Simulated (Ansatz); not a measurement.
A run for Ansatz (a quantum-chemistry and plane-wave program): U-PBE0/def2-TZVPP on AsN+, 2S+1 = 2, a spin state set in the input, which need not be the lowest. Charge +1.

Ansatz 0.2 input:
```yaml
crystal:
  periodic: [false, false, false]
  atoms:
    - {symbol: N, position_ang: [0.00000000, 0.00000000, 0.00000000]}
    - {symbol: As, position_ang: [0.00000000, 0.00000000, 1.80500000]}
basis:
  gaussian:
    orbitals: def2-TZVPP
hamiltonian:
  xc: {name: PBE0}
total_charge: 1
magnetization: {spin_polarized: true, initial_magnetization: 1}
relax: {f_tol: 0.002, max_steps: 120}
```

Program output:

```
WARN ansatz: RAYON_NUM_THREADS=1 ignored (pool sized by the plan → 1); use --threads N
Functional definition: PBE0
integrals: 0.02 GiB planned
578 factors; their error is unknown
mean field: 0.26 GiB planned
mean field evaluation 1: about -62272.5391 eV, gradient 8.4e1 eV
mean field evaluation 2: about -62121.3851 eV, gradient 1.4e2 eV
mean field evaluation 4: about -62307.8148 eV, gradient 1.5e1 eV
mean field evaluation 8: about -62308.7018 eV, gradient 6.4e-1 eV
mean field evaluation 16: about -62309.1239 eV, gradient 7.4e-3 eV
mean field evaluation 32: about -62308.7029 eV, gradient 4.4e0 eV
mean field evaluation 64: about -62306.7839 eV, gradient 6.4e-2 eV
mean field evaluation 96: about -62309.1782 eV, gradient 3.3e0 eV
mean field -62309.48736796 eV, -2289.8314258850 hartree, gradient 1.2e-5 eV, S^2 0.955885; 8 other end points of the search recorded, 0 dependent functions left out
the calculation of the forces begins
reference -62309.48738703 eV, -2289.8314265857 hartree; 20, 19 occupied and 59, 60 virtual orbitals, 578 factors
relax step   1: F+E_penalty+E_count = -62309.48736796 eV  Δ(F+E_penalty+E_count) = +0.000e0 eV  max|allowed force component| = 3.017e0 eV/Å  Δτ_max = 0.0000 Å  (393 SCF iters, accepted)
these checks for a lower state are left out or cut short: starts, cluster_reference, orbital_swaps, neighbouring_geometries, increment
integrals: 0.02 GiB planned
578 factors; their error is unknown
mean field: 0.26 GiB planned
mean field -62309.66001357 eV, -2289.8377704943 hartree, gradient 6.6e-6 eV, S^2 0.812864; 0 other end points of the search recorded, 0 dependent functions left out
the calculation of the forces begins
reference -62309.66003257 eV, -2289.8377711924 hartree; 20, 19 occupied and 59, 60 virtual orbitals, 578 factors
relax step   2: F+E_penalty+E_count = -62309.66001357 eV  Δ(F+E_penalty+E_count) = -1.726e-1 eV  max|allowed force component| = 1.705e0 eV/Å  Δτ_max = 0.0352 Å  (64 SCF iters, accepted)
these checks for a lower state are left out or cut short: starts, cluster_reference, orbital_swaps, neighbouring_geometries, increment
integrals: 0.02 GiB planned
578 factors; their error is unknown
mean field: 0.26 GiB planned
mean field evaluation 128: about -62309.6915 eV, gradient 7.9e-1 eV
mean field -62309.71159780 eV, -2289.8396661797 hartree, gradient 8.1e-6 eV, S^2 0.790273; 1 other end points of the search recorded, 0 dependent functions left out
the calculation of the forces begins
reference -62309.71161631 eV, -2289.8396668599 hartree; 20, 19 occupied and 59, 60 virtual orbitals, 578 factors
relax step   3: F+E_penalty+E_count = -62309.71159780 eV  Δ(F+E_penalty+E_count) = -5.158e-2 eV  max|allowed force component| = 5.166e-1 eV/Å  Δτ_max = 0.0403 Å  (138 SCF iters, accepted)
these checks for a lower state are left out or cut short: starts, cluster_reference, orbital_swaps, neighbouring_geometries, increment
integrals: 0.02 GiB planned
578 factors; their error is unknown
mean field: 0.26 GiB planned
mean field evaluation 160: about -62309.7166 eV, gradient 3.5e-6 eV
mean field -62309.71658420 eV, -2289.8398494263 hartree, gradient 3.5e-6 eV, S^2 0.806155; 0 other end points of the search recorded, 0 dependent functions left out
the calculation of the forces begins
reference -62309.71660259 eV, -2289.8398501025 hartree; 20, 19 occupied and 59, 60 virtual orbitals, 578 factors
relax step   4: F+E_penalty+E_count = -62309.71658420 eV  Δ(F+E_penalty+E_count) = -4.986e-3 eV  max|allowed force component| = 9.445e-1 eV/Å  Δτ_max = 0.0036 Å  (75 SCF iters, accepted)
these checks for a lower state are left out or cut short: starts, cluster_reference, orbital_swaps, neighbouring_geometries, increment
integrals: 0.02 GiB planned
578 factors; their error is unknown
mean field: 0.26 GiB planned
mean field -62309.74272442 eV, -2289.8408100620 hartree, gradient 6.3e-6 eV, S^2 0.857240; 0 other end points of the search recorded, 0 dependent functions left out
the calculation of the forces begins
reference -62309.74274273 eV, -2289.8408107347 hartree; 20, 19 occupied and 59, 60 virtual orbitals, 578 factors
relax step   5: F+E_penalty+E_count = -62309.74272442 eV  Δ(F+E_penalty+E_count) = -2.614e-2 eV  max|allowed force component| = 1.431e0 eV/Å  Δτ_max = 0.0079 Å  (90 SCF iters, accepted)
these checks for a lower state are left out or cut short: starts, cluster_reference, orbital_swaps, neighbouring_geometries, increment
integrals: 0.02 GiB planned
578 factors; their error is unknown
mean field: 0.26 GiB planned
mean field evaluation 192: about -62309.7585 eV, gradient 2.0e-5 eV
mean field -62309.75853595 eV, -2289.8413911249 hartree, gradient 5.6e-6 eV, S^2 0.814572; 0 other end points of the search recorded, 0 dependent functions left out
the calculation of the forces begins
reference -62309.75855408 eV, -2289.8413917912 hartree; 20, 19 occupied and 59, 60 virtual orbitals, 578 factors
relax step   6: F+E_penalty+E_count = -62309.75853595 eV  Δ(F+E_penalty+E_count) = -1.581e-2 eV  max|allowed force component| = 8.760e-1 eV/Å  Δτ_max = 0.0232 Å  (58 SCF iters, accepted)
these checks for a lower state are left out or cut short: starts, cluster_reference, orbital_swaps, neighbouring_geometries, increment
integrals: 0.02 GiB planned
578 factors; their error is unknown
mean field: 0.26 GiB planned
mean field -62309.76537348 eV, -2289.8416423997 hartree, gradient 4.6e-6 eV, S^2 0.826481; 0 other end points of the search recorded, 0 dependent functions left out
the calculation of the forces begins
reference -62309.76539168 eV, -2289.8416430682 hartree; 20, 19 occupied and 59, 60 virtual orbitals, 578 factors
relax step   7: F+E_penalty+E_count = -62309.76537348 eV  Δ(F+E_penalty+E_count) = -6.838e-3 eV  max|allowed force component| = 2.406e-2 eV/Å  Δτ_max = 0.0082 Å  (58 SCF iters, accepted)
these checks for a lower state are left out or cut short: starts, cluster_reference, orbital_swaps, neighbouring_geometries, increment
integrals: 0.02 GiB planned
578 factors; their error is unknown
mean field: 0.26 GiB planned
mean field -62309.76537904 eV, -2289.8416426038 hartree, gradient 3.1e-6 eV, S^2 0.826106; 0 other end points of the search recorded, 0 dependent functions left out
the calculation of the forces begins
reference -62309.76539723 eV, -2289.8416432723 hartree; 20, 19 occupied and 59, 60 virtual orbitals, 578 factors
relax step   8: F+E_penalty+E_count = -62309.76537904 eV  Δ(F+E_penalty+E_count) = -5.554e-6 eV  max|allowed force component| = 5.082e-5 eV/Å  Δτ_max = 0.0002 Å  (58 SCF iters, accepted)
integrals: 0.02 GiB planned
578 factors; their error is unknown
mean field: 0.26 GiB planned
mean field evaluation 224: about -62309.7654 eV, gradient 9.9e-5 eV
mean field evaluation 256: about -62309.7402 eV, gradient 1.9e0 eV
mean field -62309.76537904 eV, -2289.8416426038 hartree, gradient 3.1e-6 eV, S^2 0.826106; 4 other end points of the search recorded, 0 dependent functions left out
the calculation of the forces begins
reference -62309.76539723 eV, -2289.8416432723 hartree; 20, 19 occupied and 59, 60 virtual orbitals, 578 factors
Total energy: -62309.76539723 eV, -2289.8416432723 hartree
Atom 0 at    -0.000000    -0.000000     0.102251 Å, force     0.000000     0.000000     0.000051 eV/Å
Atom 1 at     0.000000     0.000000     1.702749 Å, force    -0.000000    -0.000000    -0.000051 eV/Å
Dipole moment:    -0.000000     0.000000     0.315984 e Å
```

The calculation finished and met its thresholds.

Cost: around 40 core-seconds (rough).
